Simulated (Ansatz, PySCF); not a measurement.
Gas-phase reaction in SMILES: N[Si](N)(N)Br -> N[Si](N)N + Br atom (the Br-Si bond at the site shown breaks; other sites are not compared here)
Structures are relaxed separately at B3LYP-D3(BJ)/def2-TZVP in Ansatz (an electronic-structure program), one conformer each, not searched for the lowest. Frequencies are from Ansatz or PySCF.
Geometry of the first species:
SMILES: N[Si](N)(N)Br
```xyz
11

Si    -0.1602    -0.0940    -0.8293
Br     0.2700     0.1611     1.3794
N      1.3848    -0.4288    -1.4740
N     -1.0554     1.3119    -1.1997
N     -1.1426    -1.3951    -1.3111
H      1.5044    -0.6190    -2.4565
H      2.2171    -0.0541    -1.0505
H     -1.4166     1.4646    -2.1281
H     -0.9032     2.1718    -0.6997
H     -0.7798    -2.3347    -1.2956
H     -2.1355    -1.3676    -1.1432
```

Property: bond dissociation energy (0 K, with B3LYP-D3(BJ) harmonic zero-point energies), in kJ/mol. Cores are frozen in the correlated levels unless marked. UHF or UKS for open shells. Spin-orbit coupling is left out. Frozen are the shells of the preceding noble gas and the d and f shells that filled before the atom's block. Non-relativistic. Basis-set limits of correlation are two-point, X^-3; Hartree-Fock from the larger set. The bracket is a focal-point correction in the basis named.

RI-MP2/CBS(def2-TZVPPD,def2-QZVPPD)+[CCSD(T)-MP2]/def2-TZVPPD (Ansatz) gives 441.4 kJ/mol.

Another calculation gave 422.5 kJ/mol. Which level was it?
A. B3LYP/def2-TZVPD (Ansatz)
B. PBE0/def2-TZVPD (Ansatz)
C. PBE-QIDH/def2-TZVPD (Ansatz)
D. revPBE/def2-TZVPD (Ansatz)

B, PBE0/def2-TZVPD (Ansatz). The others give 402.3 (B3LYP), 439.2 (PBE-QIDH), 391.1 (revPBE) kJ/mol.
